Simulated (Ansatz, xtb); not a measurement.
# Relative energy of two structures of FH2InSSi2

Structure I: a singlet given by its coordinates. Structure II: a singlet given by its coordinates. Both are isolated molecules in the gas phase, relaxed with B3LYP-D3(BJ)/def2-SVP.

I (Å):

```yaml
atoms:
  - { symbol: F, position_ang: [-3.1295, 1.7754, -1.5532] }
  - { symbol: In, position_ang: [-0.9361, 3.6506, -1.0434] }
  - { symbol: S, position_ang: [-2.3260, 2.8316, 1.2378] }
  - { symbol: Si, position_ang: [-0.9430, 0.8073, 0.9415] }
  - { symbol: Si, position_ang: [-3.0384, 1.1844, 0.0050] }
  - { symbol: H, position_ang: [-0.3455, 1.3998, -0.4093] }
  - { symbol: H, position_ang: [-4.4223, 0.7668, 0.3474] }
```

Close contacts (Å): F1–Si5 1.67, In2–S3 2.79, S3–Si4 2.47, S3–Si5 2.18, Si4–Si5 2.33, In2–H6 2.41, Si4–H6 1.59, Si5–H7 1.49.

II (Å):

```xyz
7

F     1.0353   -2.5248   -1.7168
In    1.2438   -0.6968    2.5285
S    -0.2328   -2.6357    1.1282
Si    0.2594   -1.6471   -0.5835
Si    0.6857    0.5802   -0.3036
H    -0.6923    1.1414   -0.0882
H     1.2408    1.2137   -1.5451
```

Close contacts (Å): F1–Si4 1.63, In2–S3 2.81, In2–Si5 3.16, S3–Si4 2.04, Si4–Si5 2.28, Si5–H6 1.50, Si5–H7 1.50.

**Question.** Estimate which is lower in electronic energy at CCSD(T)/def2-SVP + ΔMP2/def2-TZVPP, and by roughly how much.

**Answer.** The CCSD(T)/def2-SVP + ΔMP2/def2-TZVPP calculation puts structure I lower, by 1.80 kcal/mol.

How the difference moves with the method:

| level | geometry | E(II) − E(I) (kcal/mol) | departure from the last row (kcal/mol) | job, with rough time for the two |
| --- | --- | --- | --- | --- |
| B3LYP-D3(BJ)/def2-SVP | B3LYP-D3(BJ)/def2-SVP | +1.04 | −0.76 | optimisation, 30 s |
| HF/def2-SVP | B3LYP-D3(BJ)/def2-SVP | +2.12 | +0.33 | part of the CCSD(T) run |
| MP2/def2-SVP | B3LYP-D3(BJ)/def2-SVP | +0.81 | −0.99 | part of the CCSD(T) run |
| CCSD(T)/def2-SVP | B3LYP-D3(BJ)/def2-SVP | +1.80 | 0.00 | single point |
| CCSD(T)/def2-SVP + ΔMP2/def2-TZVPP | B3LYP-D3(BJ)/def2-SVP | +1.80 |  | single point, 21 s |

None of the levels shown reverses the order. The largest departure from CCSD(T)/def2-SVP + ΔMP2/def2-TZVPP is that of MP2/def2-SVP, 0.99 kcal/mol. Levels run at GFN2-xTB geometries aren't shown. The last row adds to CCSD(T) the change of the MP2 difference between the two basis sets, here 0.00 kcal/mol.

With harmonic frequencies from B3LYP-D3(BJ)/def2-SVP (ideal gas, rigid rotor, one conformer each, 298.15 K, 1 atm): the zero-point term adds −0.04 kcal/mol; ΔH is +2.08 and ΔG +1.18 kcal/mol.

The correlated steps freeze 20 core orbitals; the filled d shell of In is correlated, in a basis made for valence electrons. Atoms past krypton carry core potentials in the def2 sets and no spin–orbit term is included. Programs: Ansatz 0.2.0; the last row on 2 threads of Intel(R) Xeon(R) 6975P-C (Granite Rapids) on a shared host.
